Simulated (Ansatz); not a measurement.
Geometry optimisation of `CO[SiH2]S[SiH2]Cl`.

```yaml
crystal:
  periodic: [false, false, false]
  atoms:
    - {symbol: C, position_ang: [-1.681540, 0.850730, -0.830740]}
    - {symbol: O, position_ang: [-0.475170, 0.255210, -0.454200]}
    - {symbol: Si, position_ang: [1.020080, 0.687330, -0.902100]}
    - {symbol: S, position_ang: [2.225200, -0.672530, 0.217070]}
    - {symbol: Si, position_ang: [0.838120, -1.592980, 1.581520]}
    - {symbol: Cl, position_ang: [-0.033190, -0.270030, 2.811410]}
    - {symbol: H, position_ang: [-1.715320, 1.890660, -0.502340]}
    - {symbol: H, position_ang: [-1.805280, 0.820460, -1.915090]}
    - {symbol: H, position_ang: [-2.490640, 0.295390, -0.356240]}
    - {symbol: H, position_ang: [1.335730, 2.056510, -0.513030]}
    - {symbol: H, position_ang: [1.261730, 0.447200, -2.318100]}
    - {symbol: H, position_ang: [-0.188050, -2.301070, 0.836370]}
    - {symbol: H, position_ang: [1.708340, -2.466910, 2.345460]}
basis:
  gaussian: {orbitals: def2-TZVP}
hamiltonian: {xc: pbe0, dispersion: d4}
relax: {f_tol: 0.005, max_steps: 150}
```

```sh
$ ansatz run in.yaml --threads 2 --pin off --events-out ev --progress --plain --max-ram 22528MiB --backend cuda --devices 0, --max-vram 18GiB
```

It prints (some lines left out):

```
Functional definition: PBE0
mean field -42299.48260697 eV, -1554.4773141871 hartree, gradient 9.0e-6 eV, S^2 0.000000; 0 other end points of the search recorded, 0 dependent functions left out
relax step   1: F+E_penalty+E_count = -42299.84345426 eV  Δ(F+E_penalty+E_count) = +0.000e0 eV  max|allowed force component| = 1.175e0 eV/Å  Δτ_max = 0.0000 Å  (29 SCF iters, accepted)
mean field -42299.57568756 eV, -1554.4807348356 hartree, gradient 2.4e-5 eV, S^2 0.000000; 0 other end points of the search recorded, 0 dependent functions left out
relax step   2: F+E_penalty+E_count = -42299.93286638 eV  Δ(F+E_penalty+E_count) = -8.941e-2 eV  max|allowed force component| = 5.045e-1 eV/Å  Δτ_max = 0.1154 Å  (30 SCF iters, accepted)
mean field -42299.60301837 eV, -1554.4817392245 hartree, gradient 1.5e-5 eV, S^2 0.000000; 0 other end points of the search recorded, 0 dependent functions left out
relax step   3: F+E_penalty+E_count = -42299.96104408 eV  Δ(F+E_penalty+E_count) = -2.818e-2 eV  max|allowed force component| = 1.512e-1 eV/Å  Δτ_max = 0.0440 Å  (31 SCF iters, accepted)
mean field -42299.60620531 eV, -1554.4818563422 hartree, gradient 1.5e-5 eV, S^2 0.000000; 0 other end points of the search recorded, 0 dependent functions left out
relax step   4: F+E_penalty+E_count = -42299.96481877 eV  Δ(F+E_penalty+E_count) = -3.775e-3 eV  max|allowed force component| = 1.011e-1 eV/Å  Δτ_max = 0.0254 Å  (31 SCF iters, accepted)
mean field -42299.60719640 eV, -1554.4818927642 hartree, gradient 1.4e-5 eV, S^2 0.000000; 0 other end points of the search recorded, 0 dependent functions left out
relax step   5: F+E_penalty+E_count = -42299.96708393 eV  Δ(F+E_penalty+E_count) = -2.265e-3 eV  max|allowed force component| = 5.612e-1 eV/Å  Δτ_max = 0.2000 Å  (36 SCF iters, accepted)
mean field -42299.63469345 eV, -1554.4829032622 hartree, gradient 1.5e-5 eV, S^2 0.000000; 0 other end points of the search recorded, 0 dependent functions left out
relax step   6: F+E_penalty+E_count = -42299.99410796 eV  Δ(F+E_penalty+E_count) = -2.702e-2 eV  max|allowed force component| = 2.321e-1 eV/Å  Δτ_max = 0.2000 Å  (36 SCF iters, accepted)
mean field -42299.64043281 eV, -1554.4831141796 hartree, gradient 2.7e-5 eV, S^2 0.000000; 0 other end points of the search recorded, 0 dependent functions left out
relax step   7: F+E_penalty+E_count = -42300.00144652 eV  Δ(F+E_penalty+E_count) = -7.339e-3 eV  max|allowed force component| = 1.126e-1 eV/Å  Δτ_max = 0.1069 Å  (30 SCF iters, accepted)
mean field -42299.64223570 eV, -1554.4831804348 hartree, gradient 1.5e-5 eV, S^2 0.000000; 0 other end points of the search recorded, 0 dependent functions left out
relax step   8: F+E_penalty+E_count = -42300.00633222 eV  Δ(F+E_penalty+E_count) = -4.886e-3 eV  max|allowed force component| = 1.048e-1 eV/Å  Δτ_max = 0.0808 Å  (30 SCF iters, accepted)
mean field -42299.64010831 eV, -1554.4831022547 hartree, gradient 9.5e-6 eV, S^2 0.000000; 0 other end points of the search recorded, 0 dependent functions left out
relax step   9: F+E_penalty+E_count = -42300.00953415 eV  Δ(F+E_penalty+E_count) = -3.202e-3 eV  max|allowed force component| = 1.726e-1 eV/Å  Δτ_max = 0.1279 Å  (30 SCF iters, accepted)
mean field -42299.64137330 eV, -1554.4831487419 hartree, gradient 1.3e-5 eV, S^2 0.000000; 0 other end points of the search recorded, 0 dependent functions left out
relax step  10: F+E_penalty+E_count = -42300.01126558 eV  Δ(F+E_penalty+E_count) = -1.731e-3 eV  max|allowed force component| = 1.347e-1 eV/Å  Δτ_max = 0.0209 Å  (31 SCF iters, accepted)
mean field -42299.64583371 eV, -1554.4833126591 hartree, gradient 1.3e-5 eV, S^2 0.000000; 0 other end points of the search recorded, 0 dependent functions left out
relax step  11: F+E_penalty+E_count = -42300.01593605 eV  Δ(F+E_penalty+E_count) = -4.670e-3 eV  max|allowed force component| = 2.354e-2 eV/Å  Δτ_max = 0.0438 Å  (30 SCF iters, accepted)
mean field -42299.64519772 eV, -1554.4832892870 hartree, gradient 1.3e-5 eV, S^2 0.000000; 0 other end points of the search recorded, 0 dependent functions left out
relax step  12: F+E_penalty+E_count = -42300.01633597 eV  Δ(F+E_penalty+E_count) = -3.999e-4 eV  max|allowed force component| = 2.204e-2 eV/Å  Δτ_max = 0.0300 Å  (31 SCF iters, accepted)
mean field -42299.64463820 eV, -1554.4832687250 hartree, gradient 1.4e-5 eV, S^2 0.000000; 0 other end points of the search recorded, 0 dependent functions left out
relax step  13: F+E_penalty+E_count = -42300.01664019 eV  Δ(F+E_penalty+E_count) = -3.042e-4 eV  max|allowed force component| = 4.743e-2 eV/Å  Δτ_max = 0.0510 Å  (30 SCF iters, accepted)
mean field -42299.64481248 eV, -1554.4832751295 hartree, gradient 1.3e-5 eV, S^2 0.000000; 0 other end points of the search recorded, 0 dependent functions left out
relax step  14: F+E_penalty+E_count = -42300.01686985 eV  Δ(F+E_penalty+E_count) = -2.297e-4 eV  max|allowed force component| = 3.720e-2 eV/Å  Δτ_max = 0.0095 Å  (32 SCF iters, accepted)
mean field -42299.64514713 eV, -1554.4832874279 hartree, gradient 1.3e-5 eV, S^2 0.000000; 0 other end points of the search recorded, 0 dependent functions left out
relax step  15: F+E_penalty+E_count = -42300.01704958 eV  Δ(F+E_penalty+E_count) = -1.797e-4 eV  max|allowed force component| = 2.435e-2 eV/Å  Δτ_max = 0.0113 Å  (32 SCF iters, accepted)
mean field -42299.64510497 eV, -1554.4832858783 hartree, gradient 1.4e-5 eV, S^2 0.000000; 0 other end points of the search recorded, 0 dependent functions left out
relax step  16: F+E_penalty+E_count = -42300.01729151 eV  Δ(F+E_penalty+E_count) = -2.419e-4 eV  max|allowed force component| = 1.209e-2 eV/Å  Δτ_max = 0.0287 Å  (31 SCF iters, accepted)
mean field -42299.64361291 eV, -1554.4832310461 hartree, gradient 2.0e-5 eV, S^2 0.000000; 0 other end points of the search recorded, 0 dependent functions left out
relax step  17: F+E_penalty+E_count = -42300.01720979 eV  Δ(F+E_penalty+E_count) = +8.172e-5 eV  max|allowed force component| = 1.357e-1 eV/Å  Δτ_max = 0.1180 Å  (30 SCF iters, rejected (line search))
[...]
relax step  29: F+E_penalty+E_count = -42300.01841040 eV  Δ(F+E_penalty+E_count) = -6.338e-6 eV  max|allowed force component| = 4.709e-2 eV/Å  Δτ_max = 0.0410 Å  (32 SCF iters, accepted)
mean field -42299.64421856 eV, -1554.4832533033 hartree, gradient 1.5e-5 eV, S^2 0.000000; 0 other end points of the search recorded, 0 dependent functions left out
relax step  30: F+E_penalty+E_count = -42300.01847081 eV  Δ(F+E_penalty+E_count) = -6.041e-5 eV  max|allowed force component| = 3.252e-2 eV/Å  Δτ_max = 0.0063 Å  (33 SCF iters, accepted)
mean field -42299.64459403 eV, -1554.4832671016 hartree, gradient 1.5e-5 eV, S^2 0.000000; 0 other end points of the search recorded, 0 dependent functions left out
relax step  31: F+E_penalty+E_count = -42300.01861475 eV  Δ(F+E_penalty+E_count) = -1.439e-4 eV  max|allowed force component| = 1.794e-2 eV/Å  Δτ_max = 0.0168 Å  (32 SCF iters, accepted)
mean field -42299.64470477 eV, -1554.4832711712 hartree, gradient 1.5e-5 eV, S^2 0.000000; 0 other end points of the search recorded, 0 dependent functions left out
relax step  32: F+E_penalty+E_count = -42300.01877558 eV  Δ(F+E_penalty+E_count) = -1.608e-4 eV  max|allowed force component| = 1.496e-2 eV/Å  Δτ_max = 0.0321 Å  (32 SCF iters, accepted)
mean field -42299.63427827 eV, -1554.4828880044 hartree, gradient 1.1e-5 eV, S^2 0.000000; 0 other end points of the search recorded, 0 dependent functions left out
relax step  33: F+E_penalty+E_count = -42300.00798471 eV  Δ(F+E_penalty+E_count) = +1.079e-2 eV  max|allowed force component| = 3.789e-1 eV/Å  Δτ_max = 0.1951 Å  (37 SCF iters, rejected (line search))
mean field -42299.64484226 eV, -1554.4832762238 hartree, gradient 1.5e-5 eV, S^2 0.000000; 0 other end points of the search recorded, 0 dependent functions left out
relax step  34: F+E_penalty+E_count = -42300.01879169 eV  Δ(F+E_penalty+E_count) = -1.611e-5 eV  max|allowed force component| = 4.361e-2 eV/Å  Δτ_max = 0.0135 Å  (32 SCF iters, accepted)
mean field -42299.64498000 eV, -1554.4832812857 hartree, gradient 1.5e-5 eV, S^2 0.000000; 0 other end points of the search recorded, 0 dependent functions left out
relax step  35: F+E_penalty+E_count = -42300.01894999 eV  Δ(F+E_penalty+E_count) = -1.583e-4 eV  max|allowed force component| = 1.619e-2 eV/Å  Δτ_max = 0.0180 Å  (32 SCF iters, accepted)
mean field -42299.64509262 eV, -1554.4832854246 hartree, gradient 1.5e-5 eV, S^2 0.000000; 0 other end points of the search recorded, 0 dependent functions left out
relax step  36: F+E_penalty+E_count = -42300.01901075 eV  Δ(F+E_penalty+E_count) = -6.076e-5 eV  max|allowed force component| = 2.910e-2 eV/Å  Δτ_max = 0.0479 Å  (31 SCF iters, accepted)
mean field -42299.64529947 eV, -1554.4832930262 hartree, gradient 1.4e-5 eV, S^2 0.000000; 0 other end points of the search recorded, 0 dependent functions left out
relax step  37: F+E_penalty+E_count = -42300.01908453 eV  Δ(F+E_penalty+E_count) = -7.379e-5 eV  max|allowed force component| = 2.942e-2 eV/Å  Δτ_max = 0.0063 Å  (32 SCF iters, accepted)
mean field -42299.64548998 eV, -1554.4833000273 hartree, gradient 1.4e-5 eV, S^2 0.000000; 0 other end points of the search recorded, 0 dependent functions left out
relax step  38: F+E_penalty+E_count = -42300.01920587 eV  Δ(F+E_penalty+E_count) = -1.213e-4 eV  max|allowed force component| = 9.406e-3 eV/Å  Δτ_max = 0.0155 Å  (32 SCF iters, accepted)
mean field -42299.64552975 eV, -1554.4833014889 hartree, gradient 1.3e-5 eV, S^2 0.000000; 0 other end points of the search recorded, 0 dependent functions left out
relax step  39: F+E_penalty+E_count = -42300.01926250 eV  Δ(F+E_penalty+E_count) = -5.663e-5 eV  max|allowed force component| = 6.328e-3 eV/Å  Δτ_max = 0.0166 Å  (32 SCF iters, accepted)
mean field -42299.64570396 eV, -1554.4833078909 hartree, gradient 1.3e-5 eV, S^2 0.000000; 0 other end points of the search recorded, 0 dependent functions left out
relax step  40: F+E_penalty+E_count = -42300.01929171 eV  Δ(F+E_penalty+E_count) = -2.921e-5 eV  max|allowed force component| = 2.632e-2 eV/Å  Δτ_max = 0.0304 Å  (31 SCF iters, accepted)
mean field -42299.64569158 eV, -1554.4833074359 hartree, gradient 1.3e-5 eV, S^2 0.000000; 0 other end points of the search recorded, 0 dependent functions left out
relax step  41: F+E_penalty+E_count = -42300.01926668 eV  Δ(F+E_penalty+E_count) = +2.503e-5 eV  max|allowed force component| = 2.261e-2 eV/Å  Δτ_max = 0.0195 Å  (32 SCF iters, rejected (line search))
mean field -42299.64578830 eV, -1554.4833109903 hartree, gradient 1.4e-5 eV, S^2 0.000000; 0 other end points of the search recorded, 0 dependent functions left out
relax step  42: F+E_penalty+E_count = -42300.01932406 eV  Δ(F+E_penalty+E_count) = -3.236e-5 eV  max|allowed force component| = 8.322e-3 eV/Å  Δτ_max = 0.0028 Å  (24 SCF iters, accepted)
mean field -42299.64590619 eV, -1554.4833153227 hartree, gradient 1.3e-5 eV, S^2 0.000000; 0 other end points of the search recorded, 0 dependent functions left out
relax step  43: F+E_penalty+E_count = -42300.01934043 eV  Δ(F+E_penalty+E_count) = -1.636e-5 eV  max|allowed force component| = 2.304e-3 eV/Å  Δτ_max = 0.0036 Å  (34 SCF iters, accepted)
mean field -42299.64595476 eV, -1554.4833171076 hartree, gradient 1.3e-5 eV, S^2 0.000000; 0 other end points of the search recorded, 0 dependent functions left out
relax step  44: F+E_penalty+E_count = -42300.01934556 eV  Δ(F+E_penalty+E_count) = -5.128e-6 eV  max|allowed force component| = 2.518e-3 eV/Å  Δτ_max = 0.0067 Å  (33 SCF iters, accepted)
mean field -42299.64597941 eV, -1554.4833180136 hartree, gradient 1.3e-5 eV, S^2 0.000000; 0 other end points of the search recorded, 0 dependent functions left out
relax step  45: F+E_penalty+E_count = -42300.01934688 eV  Δ(F+E_penalty+E_count) = -1.327e-6 eV  max|allowed force component| = 2.077e-3 eV/Å  Δτ_max = 0.0056 Å  (32 SCF iters, accepted)
mean field -42299.64597941 eV, -1554.4833180136 hartree, gradient 4.5e-5 eV, S^2 0.000000; 1 other end points of the search recorded, 0 dependent functions left out
Total energy: -42300.01938368 eV, -1554.4970403672 hartree
Atom 0 at    -1.616768     0.669681    -0.747394 Å, force     0.000254    -0.000221    -0.000228 eV/Å
Atom 1 at    -0.443599     0.164337    -1.347808 Å, force    -0.000461     0.001422     0.001411 eV/Å
Atom 2 at     1.090267     0.610565    -1.022680 Å, force     0.001932    -0.001163    -0.002077 eV/Å
Atom 3 at     2.178633    -0.895283     0.054596 Å, force    -0.001887     0.001756     0.001021 eV/Å
Atom 4 at     0.722424    -1.416620     1.496770 Å, force     0.000854    -0.001916     0.000557 eV/Å
Atom 5 at     0.066511     0.216800     2.566713 Å, force     0.000738     0.000400    -0.000739 eV/Å
Atom 6 at    -1.410530     1.542126    -0.119156 Å, force    -0.000314    -0.000526    -0.000380 eV/Å
Atom 7 at    -2.317968     0.957632    -1.533383 Å, force     0.000221    -0.000071     0.000437 eV/Å
Atom 8 at    -2.078090    -0.103411    -0.127980 Å, force    -0.000216     0.000334    -0.000547 eV/Å
Atom 9 at     1.072965     1.875471    -0.246436 Å, force    -0.000526    -0.000574     0.000744 eV/Å
Atom 10 at     1.847787     0.748092    -2.285855 Å, force    -0.000300     0.000437    -0.000535 eV/Å
Atom 11 at    -0.480957    -2.011381     0.877334 Å, force     0.000147     0.000162    -0.000074 eV/Å
Atom 12 at     1.369334    -2.358040     2.435268 Å, force    -0.000441    -0.000040     0.000412 eV/Å
Dipole moment:    -0.251445     0.069668    -0.051145 e Å
```

Hardware: 2 threads of an AMD EPYC 7R13 on a shared host and a share of an NVIDIA H100 80 GB. Wall time 2.7 min, peak host memory 0.95 GiB.
